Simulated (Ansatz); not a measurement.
Ansatz (a first-principles code) input:

Ansatz 0.2 input:
```yaml
crystal:
  periodic: [false, false, false]
  atoms:
    - {symbol: W, position_ang: [0.08522960, -0.05100697, 0.09463240]}
    - {symbol: O, position_ang: [1.64920264, -0.47595573, -0.34689528]}
    - {symbol: O, position_ang: [-0.65610134, -0.79269246, 1.40688186]}
    - {symbol: Cl, position_ang: [-1.00433408, 1.35640260, -1.08341073]}
basis:
  gaussian:
    orbitals: def2-TZVP
hamiltonian:
  xc: b3lyp
  dispersion: d3bj
magnetization: {spin_polarized: true, initial_magnetization: 1}
relax: {f_tol: 0.002, max_steps: 150}
```

Task: Predict the final energy.

Result: -677.99535 Eh (B3LYP-D3(BJ)/def2-TZVP). The basis has 139 functions.

The spin state was set by rule; other spins were not relaxed.
